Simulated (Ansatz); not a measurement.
Stepwise reaction of `C[SiH2][SiH2]F` with water, as a gas-phase model of exchange steps in deposition or etching. ΔE in kJ/mol; ΔG adds harmonic PBE0-D4 terms to CCSD(T)/CBS, at 1 bar.

Calculated with Ansatz (gas phase, PBE0-D4/def2-TZVP geometries, no zero-point term in ΔE). CCSD(T)/CBS adds triple-zeta CCSD(T) − MP2 to the extrapolated MP2 energy (def2 sets, frozen cores). This one scheme is used for every species. DFT in def2-TZVPP. B3LYP here is the variant with VWN-RPA as its local correlation; programs differ in this. One conformer a species, not always the lowest.

| step | reaction | PBE-D4 | B3LYP-D4 | ωB97M-V | CCSD(T)/CBS | ΔG(500 K) |
| --- | --- | --- | --- | --- | --- | --- |
| 1 | `C[SiH2][SiH2]F` + H₂O → `C[SiH2][SiH](O)F` + H₂ | -85.7 | -91.9 | -92.2 | -88.7 | -85.5 |
| 2 | `C[SiH2][SiH](O)F` + H₂O → `C[Si@H](O)[Si@H](O)F` + H₂ | -63.1 | -69.2 | -68.8 | -64.7 | -61.5 |

(1) By hand: ΔE of the 2 steps together at CCSD(T)/CBS.

Answers

(1) (-88.7) + (-64.7) = -153.4 kJ/mol, or -76.7 kJ/mol a step.

In ΔE each step is higher than the one before. All are downhill at CCSD(T)/CBS. ΔG lies between -85.5 and -61.5 kJ/mol a step. PBE-D4 differs from CCSD(T)/CBS by 1.6 to 3.0 kJ/mol a step. Isolated molecules leave out the surface, adducts and barriers. Largest T1 diagnostic: 0.012.
